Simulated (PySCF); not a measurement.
# How the method changes the constants of MgHg

State: ¹Σ⁺ (singlet), closed shell. Set-up: PySCF, scalar-relativistic core potentials, basis sets Mg cc-pVDZ, Hg cc-pVDZ-PP with ECP60. De refers to Mg + Hg in their ground configurations, without counterpoise correction. A positive dipole means Mg(−)Hg(+). Levels whose curve was spin-contaminated or gave no clean fit are not listed.

```csv
Level,Re (Å),ωe (cm⁻¹),De (eV),μ (D),"CPU s a point (SCF and correlation, without the integrals)"
RHF-MP2,3.736,36.4,0.051,n/a,0.16
PBE,3.370,68.7,0.101,-0.20,0.6
r²SCAN,3.323,70.3,0.103,-0.20,0.88
TPSSh,3.437,58.0,0.064,-0.02,0.95
PBE0,3.475,59.0,0.074,-0.11,1.3
B97-3,3.827,35.5,0.032,-0.12,0.48
B2PLYP,3.852,29.8,0.020,-0.05,0.64
```

**Question.** What does a quarter of exact exchange do here, going from PBE to PBE0?

**Answer.** PBE0 less PBE: +10.5 pm in Re, -14.1 % in ωe, -0.03 eV in De. Exact exchange removes part of the self-interaction that spreads semilocal densities, and in most molecules shortens and stiffens the bond and lowers De; here Re and ωe go the other way.

**Question.** What does the step from GGA to meta-GGA do here, going from PBE to r²SCAN?

**Answer.** r²SCAN less PBE: -4.7 pm in Re, +2.3 % in ωe, +0.00 eV in De. 

Correlated steps freeze 1 core orbital. Closed-shell solutions of metal pairs were not tested for spin polarisation, which can lower them a little. The bond is weak. Basis-set superposition, not corrected here, can be much of De in a small basis, most of all at correlated wavefunction levels. Functionals without a dispersion term scatter widely for such bonds, and LDA overbinds them. Spin–orbit coupling is left out. B2PLYP dipoles, levels and charges come from its SCF part alone.

The whole job (state search and all levels along the bond) took about 3 min on 1 thread of Arm Neoverse V1 (shared host), peak memory 0.79 GiB.
